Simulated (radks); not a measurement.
Species: Sm+. Configuration: [Xe] 4f6 6p1 (not the ground configuration). Method: Dirac Kohn-Sham, PBE, spin-unpolarised, spherical densities, point nucleus; open shells fill j = l - 1/2 first; computed with a radial shooting solver on a logarithmic mesh with Libxc functionals. Some entries of the table are withheld. Estimate them.

orbital  occ.  eigenvalue (eV)  <1/r> (bohr^-1)  <r^2> (bohr^2)
1s1/2       2        -46640.66            68.84       0.0007047
2s1/2       2        -7623.360            16.36         0.01105
2p1/2       2        -7225.668            16.33        0.008048
2p3/2       4        -6622.790            14.56        0.009291
3s1/2       2        -1675.350            5.945         0.07416
3p1/2       2        -1504.337            5.859         0.06934
3p3/2       4        -1382.262            5.412         0.07654
3d3/2       4        -1085.938            5.286             (1)
3d5/2       6        -1059.426            5.174             (2)
4s1/2       2        -338.3828            2.476          0.3788
4p1/2       2        -272.8415            2.369          0.4009
4p3/2       4        -246.0689            2.219          0.4407
4d3/2       4        -138.2973            1.998          0.5138
4d5/2       6        -133.5179            1.961          0.5299
5s1/2       2         -50.3656           0.9424           2.239
5p1/2       2         -32.8537           0.8269           2.871
5p3/2       4         -29.3161           0.7739           3.220
4f5/2       6          -9.7118            1.366           1.367
4f7/2       0          -9.1727            1.347           1.427
6p1/2       1          -6.1030              (3)           25.80
6p3/2       0          -5.7818              (4)           28.08

Answer. 
(1) 3d3/2 <r^2> (bohr^2): 0.06157
(2) 3d5/2 <r^2> (bohr^2): 0.06360
(3) 6p1/2 <1/r> (bohr^-1): 0.2593
(4) 6p3/2 <1/r> (bohr^-1): 0.2477
